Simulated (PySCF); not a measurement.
All values below come from PySCF with PBE-D3(BJ)/def2-TZVP // PBE0-D3(BJ)/def2-TZVP. All species are isolated molecules in the gas phase. One relaxed conformer stands for a flexible species; it need not be the lowest. Delta-SCF ions had no search for a lower state. Excitations are Tamm–Dancoff values on a coarser integration grid. The basis has no diffuse functions, so Rydberg states are missing or too high.

Reference species (SMILES): `[SiH2]=C` (neutral, multiplicity 1).

```json
{
  "T1 excitation (TDA)": "2.68 eV",
  "vertical ionisation energy (Delta-SCF)": "8.91 eV",
  "LUMO": "-2.07 eV",
  "HOMO": "-5.67 eV"
}
```

After one change: the T1 excitation (TDA) rises by 0.03 eV; the vertical ionisation energy (Delta-SCF) goes up by 0.11 eV; the LUMO falls by 0.22 eV; the HOMO decreases by 0.22 eV.

Problem. What was changed between the two runs? The new species is one of these.
A. `C=[SiH]Cl`
B. `C=[SiH]N`
C. `C=[SiH]C(C)C` (C–Si–C–C torsion 125°)
D. `C=[SiH]C(F)F` (C–Si–C–F torsion 11°)

Solution. D, `C=[SiH]C(F)F` (C–Si–C–F torsion 11°)
